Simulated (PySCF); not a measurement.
Does the structure fit the spectrum?

A compound C4H4F4 gives the data below (simulated from a calculation) and was assigned the structure `C[C@H](F)C(F)=C(F)F`.

¹³C{¹H} NMR (computed): δ 170.5 (C), 123.0 (CH), 77.8 (CH), 34.0 (CH2).

¹H NMR (500 MHz, computed): δ 6.00 (m, 1H), 4.48 (m, 1H), 2.64 (m, 2H).

Computed data (PySCF 2.14): NMR shieldings at PBE0/pcSseg-1/GIAO, geometry from GFN2-xTB. In vacuum, equivalent nuclei averaged, no relativistic terms, one computed conformer.

δ = σ(ref) − σ, references computed at the same level: TMS for ¹H (31.72 ppm), ¹³C (186.93 ppm).

Problem. Compare with the shifts computed for the proposed structure, pairing carbons in order of shift.

Solution. Mapped SMILES: `[CH3:1][C@H:2]([F:3])[C:4]([F:5])=[C:6]([F:7])[F:8]`; H(Xn) means a hydrogen on atom n.

```
atom  computed for proposal  given list  difference
  C6                  167.9       170.5        -2.6
  C4                  141.6       123.0       +18.6
  C2                   90.7        77.8       +12.9
  C1                   22.7        34.0       -11.3
```

The rms difference is 12.7 ppm and the largest +18.6 ppm at C4 (fully substituted alkene carbon). The carbon types in order of shift don't match either: C, C, CH, CH3 for the proposal against C, CH, CH, CH2 in the data. The proposal doesn't fit.

Problem. Which isomer fits?

Solution. SMILES FC(F)=CCC(F)F.

- Carbon types of the structure: 1 × C, 2 × CH, 1 × CH2, which accounts for all hydrogens.
- δC 170.5: fully substituted alkene carbon.
- δC 123.0: sp3 CH bonded to 2 F; 2 electronegative neighbours deshield it.
- δC 77.8: alkene CH.
- δC 34.0: allylic sp3 CH2; a saturated carbon with 2 carbon neighbours and no heteroatom attached.

Other isomers checked: C/C(F)=C\C(F)(F)F (rms 18.5 ppm).

This is the structure that produced the data.

Splittings by ¹⁹F in the carbon and heteronuclear signals aren't shown, as no couplings were computed. Shifts are as computed. Against solution values, carbons near 30 ppm lie about +3 ppm off and those near 130 ppm about +5 ppm. Of 1309 compounds with measured shifts, 239 miss one by over three times the rms of a fit or turn the order of signals round; such compounds aren't used in these exercises. No couplings were computed; multiplicities are counted from neighbouring protons, with m where these are inequivalent, close in shift, in a saturated or five-membered ring or joined by F or P, and br s for small geminal =CH2 splittings.
